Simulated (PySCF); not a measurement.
**Cost of response and excited-state runs on `[C-]#C[C@@H]1C[C@H](C#C)C[C@@H]1C#N`, [C$_{10}$H$_{8}$N]-, charge -1**

Cartesian coordinates in Å; atom numbers follow the order of the lines, from 1:
```xyz
19

C    -3.5441   -1.0435    1.5853
C    -2.5912   -0.6919    0.8917
C    -1.4947   -0.2676    0.0128
C    -0.2296   -1.1387    0.0401
C     0.8042   -0.3243   -0.7639
C     2.1637   -0.6418   -0.3969
C     3.2826   -0.9170   -0.0656
C     0.4489    1.1598   -0.4899
C    -0.8646    1.1386    0.3218
C    -0.5553    1.2925    1.7131
N    -0.2409    1.4501    2.8062
H    -1.8394   -0.2114   -1.0436
H    -0.3937   -2.1298   -0.3872
H     0.1050   -1.2600    1.0742
H     0.6740   -0.5411   -1.8329
H     4.2577   -1.1620    0.2342
H     1.2504    1.6536    0.0672
H     0.3084    1.7028   -1.4285
H    -1.5513    1.9410    0.0315
```

Total charge -1.

PySCF with density fitting, on 1 thread of an Arm Neoverse V1, shared host. Command: `OMP_NUM_THREADS=1 python excited_run.py task.json out`

How long does this run take, and how much memory?
- excited states, B3LYP/def2-SVP; Tamm-Dancoff; spin-orbit couplings; 5 states; 5 triplets; quadratic response for 4 states


```tsv
run	level	basis functions	wall time	peak memory (GiB)
excited states	B3LYP/def2-SVP	194	44 s	0.84
```
Times from a shared host are rough.
